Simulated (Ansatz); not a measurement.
Born–Oppenheimer molecular dynamics of Cl2FH3NOTa (9 atoms, charge 0, multiplicity 1). It starts from a relaxed structure.

Theory: RHF/def2-SVP in Ansatz.

```
ensemble        : NVT, Langevin thermostat
time step       : 0.25 fs
steps asked     : 250
set temperature : 300 K
friction        : 0.02 /fs
seed            : 410014
```

First frame:

```xyz
9
Properties=species:S:1:pos:R:3
Ta -0.106 -0.085 -0.021
F 1.770 -0.091 -0.026
Cl -0.013 -0.014 2.365
O -0.142 -0.242 -1.875
H -0.120 -0.233 -2.817
Cl -1.396 1.875 -0.071
N -1.059 -1.777 0.150
H -1.294 -2.207 1.025
H -1.350 -2.327 -0.637
```

Task: What does the run give?

Result: The run went to its last step.

* steps done: 250
* time covered: 62.5 fs
* mean temperature over the second half: 204 K
* spread of the potential energy over the second half: 3.1 meV per atom
* mean potential energy of the second half above the start: 16.6 meV per atom

The mean temperature of the second half is 32 % below the set value. A run of 0.062 ps of so small a system gives no equilibrium averages.

Task: What happens to the structure?

Result: The same pairs are bonded in the first frame and the last. Pairs count as bonded within 1.25 times the sum of covalent radii (0.12 Å more for H–H). The details hang on the random start.

Task: How do temperature and energy run in time?

Result: 
```json
{"time (fs)": "0", "T (K)": "267", "potential energy less start (eV)": "0.000"}
{"time (fs)": "3", "T (K)": "197", "potential energy less start (eV)": "0.075"}
{"time (fs)": "6", "T (K)": "169", "potential energy less start (eV)": "0.100"}
{"time (fs)": "9", "T (K)": "178", "potential energy less start (eV)": "0.067"}
{"time (fs)": "12", "T (K)": "172", "potential energy less start (eV)": "0.114"}
{"time (fs)": "15", "T (K)": "178", "potential energy less start (eV)": "0.128"}
{"time (fs)": "18", "T (K)": "217", "potential energy less start (eV)": "0.098"}
{"time (fs)": "21", "T (K)": "246", "potential energy less start (eV)": "0.119"}
{"time (fs)": "24", "T (K)": "167", "potential energy less start (eV)": "0.128"}
{"time (fs)": "27", "T (K)": "204", "potential energy less start (eV)": "0.139"}
{"time (fs)": "30", "T (K)": "172", "potential energy less start (eV)": "0.179"}
{"time (fs)": "33", "T (K)": "181", "potential energy less start (eV)": "0.186"}
{"time (fs)": "36", "T (K)": "176", "potential energy less start (eV)": "0.174"}
{"time (fs)": "39", "T (K)": "187", "potential energy less start (eV)": "0.159"}
{"time (fs)": "42", "T (K)": "183", "potential energy less start (eV)": "0.150"}
{"time (fs)": "45", "T (K)": "207", "potential energy less start (eV)": "0.161"}
{"time (fs)": "48", "T (K)": "190", "potential energy less start (eV)": "0.164"}
{"time (fs)": "51", "T (K)": "189", "potential energy less start (eV)": "0.161"}
{"time (fs)": "54", "T (K)": "183", "potential energy less start (eV)": "0.147"}
{"time (fs)": "57", "T (K)": "214", "potential energy less start (eV)": "0.130"}
{"time (fs)": "60", "T (K)": "266", "potential energy less start (eV)": "0.082"}
```

Time of the run: 5.8 min on 4 threads of Intel(R) Xeon(R) CPU @ 2.60GHz (Ice Lake), with other jobs on the host, peak memory 0.32 GiB.
